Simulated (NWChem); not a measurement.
System: GeNH$_{2}$ClF$_{2}$; SMILES [Ge]([F])([NH2])([F])[Cl]

NWChem input:

```
start job
memory heap 200 mb stack 900 mb global 1100 mb
geometry units angstroms noautoz
  N      1.605558    -0.973370     0.372510
  Ge    -0.001114    -0.293599    -0.002518
  F     -0.521504    -0.884930    -1.527065
  F     -1.270228    -0.778520     1.059343
  Cl     0.054207     1.822557    -0.006782
  H      2.112808    -0.526444     1.129752
  H      1.664785    -1.985570     0.433998
end
basis spherical
  * library pcseg-2
end
dft
  xc xpbe96 cpbe96
  iterations 150
  semidirect filesize 400000000
  mulliken
end
task dft energy
```

NWChem printed, in part:

```
             Northwest Computational Chemistry Package (NWChem) 7.3.0
             --------------------------------------------------------

 C1  symmetry detected

                             Geometry "geometry" -> ""
                             -------------------------

 Output coordinates in angstroms (scale by  1.889725989 to convert to a.u.)

  No.       Tag          Charge          X              Y              Z
 ---- ---------------- ---------- -------------- -------------- --------------
    1 N                    7.0000     1.68186115    -0.84138459     0.26661514
    2 Ge                  32.0000     0.01577557    -0.25738274     0.00732724
    3 F                    9.0000    -0.59369052    -0.92195337    -1.45267914
    4 F                    9.0000    -1.13517848    -0.77380226     1.18289653
    5 Cl                  17.0000    -0.04366610     1.85764984    -0.05823712
    6 H                    1.0000     2.22390999    -0.34552967     0.96716622
    7 H                    1.0000     1.80038851    -1.84677699     0.35013060

 Effective nuclear repulsion energy (a.u.)     521.8895657966

  pbe96 is a nonlocal functional; adding pw91lda local functional.

                                 NWChem DFT Module
                                 -----------------

 Summary of "ao basis" -> "ao basis" (spherical)
 ------------------------------------------------------------------------------
       Tag                 Description            Shells   Functions and Types
 ---------------- ------------------------------  ------  ---------------------
 N                          pcseg-2                 10       30   4s3p2d1f
 Ge                         pcseg-2                 15       43   6s5p3d1f
 F                          pcseg-2                 10       30   4s3p2d1f
 Cl                         pcseg-2                 12       34   5s4p2d1f
 H                          pcseg-2                  6       14   3s2p1d

            General Information
            -------------------
          SCF calculation type: DFT
          Wavefunction type:  closed shell.
          No. of atoms     :     7
          No. of electrons :    76
           Alpha electrons :    38
            Beta electrons :    38
          Charge           :     0
          Spin multiplicity:     1
          Use of symmetry is: off; symmetry adaption is: off
          Maximum number of iterations: 150
          AO basis - number of functions:   195
                     number of shells:    69
          Convergence on energy requested:  1.00D-06
          Convergence on density requested:  1.00D-05
          Convergence on gradient requested:  5.00D-04

              XC Information
              --------------
          PerdewBurkeErnzerhof Exchange Functional  1.000
            Perdew 1991 LDA Correlation Functional  1.000 local
           PerdewBurkeErnz. Correlation Functional  1.000 non-local

             Grid Information
             ----------------
          Grid used for XC integration:  medium
          Radial quadrature: Mura-Knowles
          Angular quadrature: Lebedev.
          Tag              B.-S. Rad. Rad. Pts. Rad. Cut. Ang. Pts.
          ---              ---------- --------- --------- ---------
          N                   0.65       49          10.0       434
          Ge                  1.25      112          10.0       590
          F                   0.50       49          11.0       434
          Cl                  1.00       88          12.0       590
          H                   0.35       45          11.0       434
          Grid pruning is: on
          Number of quadrature shells:   437
          Spatial weights used:  Erf1

      Superposition of Atomic Density Guess
      -------------------------------------

 Sum of atomic energies:       -2788.93075024

      Non-variational initial energy
      ------------------------------

 Total energy =   -2790.032067
 1-e energy   =   -4925.925733
 2-e energy   =    1614.004101
 HOMO         =      -0.377985
 LUMO         =      -0.023676

------------------------------------------------------------
EAF file 0: "./job.aoints.0" size=540540928 bytes
------------------------------------------------------------
               write      read    awrite     aread      wait
               -----      ----    ------     -----      ----
     calls:     1031         0         0         0         0
   data(b): 5.41e+08  0.00e+00  0.00e+00  0.00e+00
   time(s): 0.00e+00  0.00e+00  0.00e+00  0.00e+00  0.00e+00
rate(mb/s): 0.00e+00  0.00e+00
------------------------------------------------------------

     ---------------------------------------------
      Total Density - Mulliken Population Analysis
     ---------------------------------------------

    Atom       Charge   Shell Charges
 -----------   ------   -------------------------------------------------------
    1 N    7     7.68   2.00  0.61  0.69  0.12  1.66  1.96  0.63  0.00  0.01  0.00
    2 Ge  32    30.21   2.00  2.00  1.15  0.82  0.52  0.38  6.00  5.90  0.38  0.64  0.06  9.72  0.44  0.12  0.08
    3 F    9     9.62   2.00  0.65  0.97  0.32  2.47  2.46  0.74  0.00  0.00  0.00
    4 F    9     9.62   2.00  0.65  0.97  0.32  2.48  2.46  0.74  0.00  0.00  0.00
    5 Cl  17    17.34   2.01  0.38  1.60  1.04  0.91  5.92  1.03  3.11  1.34  0.00  0.01  0.00
    6 H    1     0.76   0.35  0.32  0.03  0.01  0.05  0.01
    7 H    1     0.77   0.35  0.32  0.03  0.01  0.05  0.01

   convergence    iter        energy       DeltaE   RMS-Dens  Diis-err
 ---------------- ----- ----------------- --------- --------- ---------
 d= 0,ls=0.0,diis     1  -2792.2681202331 -3.31D+03  8.27D-03  2.20D+00
 d= 0,ls=0.0,diis     2  -2791.9401886676  3.28D-01  5.67D-03  5.68D+00
 d= 0,ls=0.0,diis     3  -2792.3955813756 -4.55D-01  1.60D-03  3.74D-01
 d= 0,ls=0.0,diis     4  -2792.4134802142 -1.79D-02  8.87D-04  8.07D-02
 d= 0,ls=0.0,diis     5  -2792.4214816964 -8.00D-03  2.37D-04  9.36D-03
  Resetting Diis
 d= 0,ls=0.0,diis     6  -2792.4223211872 -8.39D-04  8.73D-05  5.03D-04
 d= 0,ls=0.0,diis     7  -2792.4223699968 -4.88D-05  7.58D-05  1.10D-04
 d= 0,ls=0.0,diis     8  -2792.4223379089  3.21D-05  4.97D-05  4.47D-04
 d= 0,ls=0.0,diis     9  -2792.4223797471 -4.18D-05  6.26D-06  6.62D-06
 d= 0,ls=0.0,diis    10  -2792.4223802212 -4.74D-07  1.56D-06  2.64D-07

         Total DFT energy =    -2792.422380221217
      One electron energy =    -4925.543329341986
           Coulomb energy =     1746.523262270034
    Exchange-Corr. energy =     -135.291878945837
 Nuclear repulsion energy =      521.889565796572

 Numeric. integr. density =       75.999997973939

                       DFT Final Molecular Orbital Analysis
                       ------------------------------------

 Vector   36  Occ=2.000000D+00  E=-3.137523D-01
              MO Center= -5.7D-02,  1.6D+00, -8.3D-02, r^2= 1.8D+00
   Bfn.  Coefficient  Atom+Function         Bfn.  Coefficient  Atom+Function
  ----- ------------  ---------------      ----- ------------  ---------------
   147      0.465960  5 Cl pz               145      0.283372  5 Cl px
   150      0.258790  5 Cl pz               141     -0.226289  5 Cl pz
   144      0.214646  5 Cl pz               148      0.158394  5 Cl px
   139     -0.137800  5 Cl px               142      0.130787  5 Cl px
    79      0.110774  3 F  py                82      0.089580  3 F  py

 Vector   37  Occ=2.000000D+00  E=-3.118964D-01
              MO Center= -5.6D-02,  1.6D+00, -7.3D-03, r^2= 1.9D+00
   Bfn.  Coefficient  Atom+Function         Bfn.  Coefficient  Atom+Function
  ----- ------------  ---------------      ----- ------------  ---------------
   145      0.473602  5 Cl px               147     -0.271093  5 Cl pz
   148      0.263826  5 Cl px               139     -0.230054  5 Cl px
   142      0.218429  5 Cl px               150     -0.148939  5 Cl pz
   141      0.131382  5 Cl pz               144     -0.124619  5 Cl pz
   109      0.111160  4 F  py               112      0.090652  4 F  py

 Vector   38  Occ=2.000000D+00  E=-2.710841D-01
              MO Center=  1.5D+00, -7.4D-01,  2.3D-01, r^2= 1.7D+00
   Bfn.  Coefficient  Atom+Function         Bfn.  Coefficient  Atom+Function
  ----- ------------  ---------------      ----- ------------  ---------------
     7      0.347311  1 N  pz                10      0.314694  1 N  pz
    13      0.220023  1 N  pz                 5     -0.206081  1 N  px
     8     -0.183261  1 N  px                11     -0.156369  1 N  px
   108     -0.124860  4 F  px                 3     -0.108727  1 N  s
   111     -0.100598  4 F  px               147     -0.090817  5 Cl pz

 Vector   39  Occ=0.000000D+00  E=-7.580378D-02
              MO Center=  2.6D-01,  6.5D-04,  1.1D-01, r^2= 4.7D+00
   Bfn.  Coefficient  Atom+Function         Bfn.  Coefficient  Atom+Function
  ----- ------------  ---------------      ----- ------------  ---------------
    36      1.064058  2 Ge s                  4     -0.481064  1 N  s
    35      0.435503  2 Ge s                149      0.381454  5 Cl py
   184      0.357790  7 H  s                170      0.326843  6 H  s
   138     -0.302143  5 Cl s                146      0.273144  5 Cl py
    34     -0.255721  2 Ge s                 77     -0.216240  3 F  s

 Vector   40  Occ=0.000000D+00  E=-1.275952D-02
              MO Center=  1.6D+00, -6.8D-01,  6.7D-01, r^2= 6.2D+00
   Bfn.  Coefficient  Atom+Function         Bfn.  Coefficient  Atom+Function
  ----- ------------  ---------------      ----- ------------  ---------------
     4      1.042831  1 N  s                170     -0.948467  6 H  s
   184     -0.781935  7 H  s                 36      0.619834  2 Ge s
    47      0.282805  2 Ge py                11      0.273223  1 N  px
   149      0.255255  5 Cl py                13      0.251348  1 N  pz
    35      0.226617  2 Ge s                138     -0.207528  5 Cl s

 Vector   41  Occ=0.000000D+00  E= 7.137873D-03
              MO Center=  1.0D-01, -1.4D-01,  5.8D-02, r^2= 4.5D+00
   Bfn.  Coefficient  Atom+Function         Bfn.  Coefficient  Atom+Function
  ----- ------------  ---------------      ----- ------------  ---------------
    51      0.676428  2 Ge pz                50      0.389462  2 Ge py
    48      0.370530  2 Ge pz                47      0.312224  2 Ge py
    49      0.287221  2 Ge px               150     -0.251891  5 Cl pz
   138     -0.222506  5 Cl s                 77      0.212064  3 F  s
    63      0.179235  2 Ge d -1              42     -0.171219  2 Ge pz

------------------------------------------------------------
EAF file 0: "./job.aoints.0" size=954204160 bytes
------------------------------------------------------------
               write      read    awrite     aread      wait
               -----      ----    ------     -----      ----
     calls:     1820         9         0     16371     16371
   data(b): 9.54e+08  4.72e+06  0.00e+00  8.58e+09
   time(s): 0.00e+00  0.00e+00  0.00e+00  0.00e+00  0.00e+00
rate(mb/s): 0.00e+00  0.00e+00
------------------------------------------------------------

     ---------------------------------------------
      Total Density - Mulliken Population Analysis
     ---------------------------------------------

    Atom       Charge   Shell Charges
 -----------   ------   -------------------------------------------------------
    1 N    7     7.36   2.00  0.57  0.69  0.11  1.64  1.71  0.62  0.00  0.01  0.00
    2 Ge  32    31.03   2.00  2.00  1.16  0.80  0.73  0.29  6.00  5.90  0.61  0.87  0.07  9.66  0.61  0.21  0.12
    3 F    9     9.37   2.00  0.64  0.95  0.36  2.37  2.20  0.85  0.00  0.01  0.00
    4 F    9     9.37   2.00  0.65  0.94  0.35  2.37  2.20  0.85  0.00  0.01  0.00
    5 Cl  17    17.18   2.01  0.36  1.60  1.09  0.88  5.90  1.08  2.95  1.27  0.00  0.02  0.00
    6 H    1     0.84   0.42  0.33  0.02  0.01  0.06  0.00
    7 H    1     0.84   0.42  0.33  0.01  0.01  0.06  0.00

     -------------------------------------------
      Total Density - Lowdin Population Analysis
     -------------------------------------------

    Atom       Charge   Shell Charges
 -----------   ------   -------------------------------------------------------
    1 N    7     7.00   1.98  0.42  0.41  0.22  1.44  1.66  0.80  0.00  0.07  0.01
    2 Ge  32    31.97   2.00  2.00  1.10  0.81  0.46  0.30  5.98  5.56  0.92  0.89  0.38  9.43  0.89  0.91  0.35
    3 F    9     9.12   1.99  0.66  0.71  0.38  2.24  2.20  0.93  0.00  0.01  0.00
    4 F    9     9.14   1.99  0.66  0.71  0.38  2.24  2.20  0.94  0.00  0.01  0.00
    5 Cl  17    16.77   1.95  0.83  1.17  0.90  0.79  5.71  1.39  2.56  1.43  0.00  0.02  0.00
    6 H    1     1.00   0.35  0.30  0.08  0.03  0.20  0.04
    7 H    1     1.00   0.35  0.30  0.08  0.02  0.20  0.04

     Multipole analysis of the density
     ---------------------------------

     L   x y z        total         alpha         beta         nuclear
     -   - - -        -----         -----         ----         -------
     0   0 0 0     -0.000000    -38.000000    -38.000000     76.000000

     1   1 0 0      1.039823      0.519911      0.519911      0.000000
     1   0 1 0     -0.209110     -0.104555     -0.104555     -0.000000
     1   0 0 1      0.516109      0.258054      0.258054      0.000000

     2   2 0 0    -33.250410    -93.042479    -93.042479    152.834548
     2   1 1 0     -2.511498      3.522458      3.522458     -9.556413
     2   1 0 1      2.855458     -1.507413     -1.507413      5.870285
     2   0 2 0    -32.571245   -163.250849   -163.250849    293.930452
     2   0 1 1     -0.725981      0.770445      0.770445     -2.266872
     2   0 0 2    -36.234975    -77.398315    -77.398315    118.561656
```

Level: PBE/pcseg-2. The geometry was optimised at PBE0/def2-SVP.
